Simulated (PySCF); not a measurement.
PySCF input (M06-2X/def2-TZVPD):

```python
from pyscf import gto, scf, dft

mol = gto.M(
    atom='''
    C    -0.98678709   -1.03445055   -0.57141911
    C     0.23494324   -0.12708349   -0.53220193
    C     1.51139652   -0.86176702   -0.09731089
    C     0.03264477    1.07922693    0.35474154
    O    -0.96096491    1.32087294    0.98859726
    H    -1.18955169   -1.44910212    0.41713847
    H    -1.87546212   -0.48709159   -0.88436886
    H    -0.82498958   -1.86191599   -1.26379133
    H     0.42112651    0.28673450   -1.53365566
    H     1.74532745   -1.66297410   -0.79889901
    H     2.37033770   -0.18884560   -0.05706659
    H     1.38122391   -1.30610074    0.89168198
    H     0.90652256    1.76675683    0.39732543
    ''',
    basis='def2-tzvpd',
    charge=0,
    spin=0,
    verbose=4,
)

mf = dft.RKS(mol, xc='m062x').density_fit(auxbasis='def2-universal-jkfit')
mf.grids.level = 4
mf.conv_tol = 1e-9
mf.max_cycle = 100
mf.max_memory = 1500
mf.kernel()
if not mf.converged:
    mf = mf.newton()
    mf.kernel(mf.make_rdm1())
mf.analyze()
```

Output:

```
PySCF version 2.14.0

[INPUT] verbose = 4
[INPUT] num. atoms = 13
[INPUT] num. electrons = 40
[INPUT] charge = 0
[INPUT] spin (= nelec alpha-beta = 2S) = 0
[INPUT] symmetry False subgroup None
[INPUT] Mole.unit = angstrom
[INPUT] Symbol           X                Y                Z      unit          X                Y                Z       unit  Magmom
[INPUT]  1 C     -0.986787090000  -1.034450550000  -0.571419110000 AA   -1.864757343357  -1.954828228906  -1.079825620243 Bohr   0.0
[INPUT]  2 C      0.234943240000  -0.127083490000  -0.532201930000 AA    0.443978378418  -0.240152991054  -1.005715890665 Bohr   0.0
[INPUT]  3 C      1.511396520000  -0.861767020000  -0.097310890000 AA    2.856125488421  -1.628503650983  -0.183890931038 Bohr   0.0
[INPUT]  4 C      0.032644770000   1.079226930000   0.354741540000 AA    0.061689674699   2.039443323955   0.670364355606 Bohr   0.0
[INPUT]  5 O     -0.960964910000   1.320872940000   0.988597260000 AA   -1.815960495217   2.496088101949   1.868178068895 Bohr   0.0
[INPUT]  6 H     -1.189551690000  -1.449102120000   0.417138470000 AA   -2.247926905114  -2.738406133327   0.788277464320 Bohr   0.0
[INPUT]  7 H     -1.875462120000  -0.487091590000  -0.884368860000 AA   -3.544109763796  -0.920469702679  -1.671214938494 Bohr   0.0
[INPUT]  8 H     -0.824989580000  -1.861915990000  -1.263791330000 AA   -1.559004361820  -3.518511288048  -2.388219492300 Bohr   0.0
[INPUT]  9 H      0.421126510000   0.286734500000  -1.533655660000 AA    0.795813767694   0.541849675464  -2.898189166789 Bohr   0.0
[INPUT] 10 H      1.745327450000  -1.662974100000  -0.798899010000 AA    3.298190878186  -3.142565601245  -1.509700330086 Bohr   0.0
[INPUT] 11 H      2.370337700000  -0.188845600000  -0.057066590000 AA    4.479289075731  -0.356866463829  -0.107840225963 Bohr   0.0
[INPUT] 12 H      1.381223910000  -1.306100740000   0.891681980000 AA    2.610134906601  -2.468172689692   1.685034732410 Bohr   0.0
[INPUT] 13 H      0.906522560000   1.766756830000   0.397325430000 AA    1.713079364140   3.338686537405   0.750836245025 Bohr   0.0

nuclear repulsion = 177.319523881257
number of shells = 106
number of NR pGTOs = 351
number of NR cGTOs = 260
basis = def2-tzvpd
ecp = {}

******** <class 'pyscf.df.df_jk.DFRKS'> ********
method = DFRKS
initial guess = minao
damping factor = 0
level_shift factor = 0
DIIS = <class 'pyscf.scf.diis.CDIIS'>
diis_start_cycle = 1
diis_space = 8
diis_damp = 0
SCF conv_tol = 1e-09
SCF conv_tol_grad = None
SCF max_cycles = 100
direct_scf = False
XC library pyscf.dft.libxc version 7.1.2
    S. Lehtola, C. Steigemann, M. J. T. Oliveira, and M. A. L. Marques,  SoftwareX 7, 1–5 (2018)
XC functionals = m062x
    Y. Zhao and D. G. Truhlar,  Theor. Chem. Acc. 120, 215 (2008)
    Y. Zhao and D. G. Truhlar,  Theor. Chem. Acc. 120, 215 (2008)
radial grids:
    Treutler-Ahlrichs [JCP 102, 346 (1995); DOI:10.1063/1.469408] (M4) radial grids

becke partition: Becke, JCP 88, 2547 (1988); DOI:10.1063/1.454033
pruning grids: <function nwchem_prune>
grids dens level: 4
symmetrized grids: False
atomic radii adjust function: <function treutler_atomic_radii_adjust>
small_rho_cutoff = 0
Set gradient conv threshold to 3.16228e-05
Initial guess from minao.
[...]
cycle= 10 E= -232.437714442336  delta_E= -7.66e-10  |g|= 1.44e-05  |ddm|= 0.000132
  HOMO = -0.328817485301286  LUMO = 0.00560791964333727  gap/eV = 9.10018
Extra cycle  E= -232.437714442342  delta_E= -5.46e-12  |g|= 1.42e-05  |ddm|= 4.96e-05
converged SCF energy = -232.437714442342
**** SCF Summaries ****
Total Energy =                        -232.437714442341701
Nuclear Repulsion Energy =             177.319523881257055
One-electron Energy =                 -664.791206751144500
Two-electron Energy =                  255.033968427545744
Two-electron Coulomb Energy =          288.212160883475519
DFT Exchange-Correlation Energy =      -33.178192455929775
HOMO-LUMO gap [eV] =                     9.100178788842966
**** MO energy ****
MO #1   energy= -19.6305103055971  occ= 2
MO #2   energy= -10.6281668627358  occ= 2
MO #3   energy= -10.5571926330756  occ= 2
MO #4   energy= -10.5426147453433  occ= 2
MO #5   energy= -10.5287137578843  occ= 2
MO #6   energy= -1.17759854504978  occ= 2
MO #7   energy= -0.913857603574634 occ= 2
MO #8   energy= -0.790122014352868 occ= 2
MO #9   energy= -0.74208582931573  occ= 2
MO #10  energy= -0.634662065168541 occ= 2
MO #11  energy= -0.574756850971593 occ= 2
MO #12  energy= -0.53489066049039  occ= 2
MO #13  energy= -0.530671521862597 occ= 2
MO #14  energy= -0.480846864577944 occ= 2
MO #15  energy= -0.462549638179515 occ= 2
MO #16  energy= -0.452719779733749 occ= 2
MO #17  energy= -0.44383985343303  occ= 2
MO #18  energy= -0.413592836198343 occ= 2
MO #19  energy= -0.406317333907653 occ= 2
MO #20  energy= -0.328817485301286 occ= 2
MO #21  energy= 0.00560791964333727 occ= 0
MO #22  energy= 0.0194892454703848 occ= 0
MO #23  energy= 0.0361662810493189 occ= 0
MO #24  energy= 0.037321091427062  occ= 0
MO #25  energy= 0.0424555727742872 occ= 0
MO #26  energy= 0.0730053320342073 occ= 0
MO #27  energy= 0.0766279014203631 occ= 0
MO #28  energy= 0.082752552776526  occ= 0
MO #29  energy= 0.0950430504657383 occ= 0
MO #30  energy= 0.110523871535033  occ= 0
MO #31  energy= 0.119501911368207  occ= 0
MO #32  energy= 0.129892312666053  occ= 0
MO #33  energy= 0.136704236801273  occ= 0
MO #34  energy= 0.139799588587024  occ= 0
MO #35  energy= 0.145673537296808  occ= 0
MO #36  energy= 0.151037235790068  occ= 0
MO #37  energy= 0.170335293775406  occ= 0
MO #38  energy= 0.18473556190331   occ= 0
MO #39  energy= 0.195003486358074  occ= 0
MO #40  energy= 0.202446742434202  occ= 0
MO #41  energy= 0.223906239994638  occ= 0
MO #42  energy= 0.226130920481971  occ= 0
MO #43  energy= 0.227576856758645  occ= 0
MO #44  energy= 0.242256699517775  occ= 0
MO #45  energy= 0.249468861267122  occ= 0
MO #46  energy= 0.253042345830555  occ= 0
MO #47  energy= 0.258800008308815  occ= 0
MO #48  energy= 0.265791424801777  occ= 0
MO #49  energy= 0.267074056804247  occ= 0
MO #50  energy= 0.281947014677053  occ= 0
MO #51  energy= 0.290214714930876  occ= 0
MO #52  energy= 0.296797398908895  occ= 0
MO #53  energy= 0.299629088690043  occ= 0
MO #54  energy= 0.302290564053696  occ= 0
MO #55  energy= 0.307412670492499  occ= 0
MO #56  energy= 0.314361294870338  occ= 0
MO #57  energy= 0.318170144225206  occ= 0
MO #58  energy= 0.32358661658697   occ= 0
MO #59  energy= 0.329670210383791  occ= 0
MO #60  energy= 0.339526603322433  occ= 0
MO #61  energy= 0.352373633874065  occ= 0
MO #62  energy= 0.358163198826237  occ= 0
MO #63  energy= 0.369491860151468  occ= 0
MO #64  energy= 0.378031985639148  occ= 0
MO #65  energy= 0.37943373165394   occ= 0
MO #66  energy= 0.389579780339751  occ= 0
MO #67  energy= 0.401129631354696  occ= 0
MO #68  energy= 0.406035696345151  occ= 0
MO #69  energy= 0.414608791994287  occ= 0
MO #70  energy= 0.41901462783282   occ= 0
MO #71  energy= 0.422514889241417  occ= 0
MO #72  energy= 0.42648751037582   occ= 0
MO #73  energy= 0.440149124097701  occ= 0
MO #74  energy= 0.447036494594799  occ= 0
MO #75  energy= 0.450817091547162  occ= 0
MO #76  energy= 0.461553600192826  occ= 0
MO #77  energy= 0.471968846550594  occ= 0
MO #78  energy= 0.478188469174396  occ= 0
MO #79  energy= 0.489975587288898  occ= 0
MO #80  energy= 0.495610131032338  occ= 0
MO #81  energy= 0.500631949222688  occ= 0
MO #82  energy= 0.512487121131161  occ= 0
MO #83  energy= 0.534853896935415  occ= 0
MO #84  energy= 0.544299714218837  occ= 0
MO #85  energy= 0.550852558362735  occ= 0
MO #86  energy= 0.564069334099669  occ= 0
MO #87  energy= 0.574334693391413  occ= 0
MO #88  energy= 0.59668583711979   occ= 0
MO #89  energy= 0.609729569959049  occ= 0
MO #90  energy= 0.614323547755369  occ= 0
MO #91  energy= 0.620515870791964  occ= 0
MO #92  energy= 0.641489103685101  occ= 0
MO #93  energy= 0.644545759764891  occ= 0
MO #94  energy= 0.663960316771056  occ= 0
MO #95  energy= 0.676737562533602  occ= 0
MO #96  energy= 0.682803797482053  occ= 0
MO #97  energy= 0.701724609645042  occ= 0
MO #98  energy= 0.712451831175172  occ= 0
MO #99  energy= 0.719050430472198  occ= 0
MO #100 energy= 0.724358676237913  occ= 0
MO #101 energy= 0.728098497884954  occ= 0
MO #102 energy= 0.737471031654856  occ= 0
MO #103 energy= 0.743401691892824  occ= 0
MO #104 energy= 0.755488412283147  occ= 0
MO #105 energy= 0.761352706757458  occ= 0
MO #106 energy= 0.777405341404923  occ= 0
MO #107 energy= 0.791019443559977  occ= 0
[...]
```
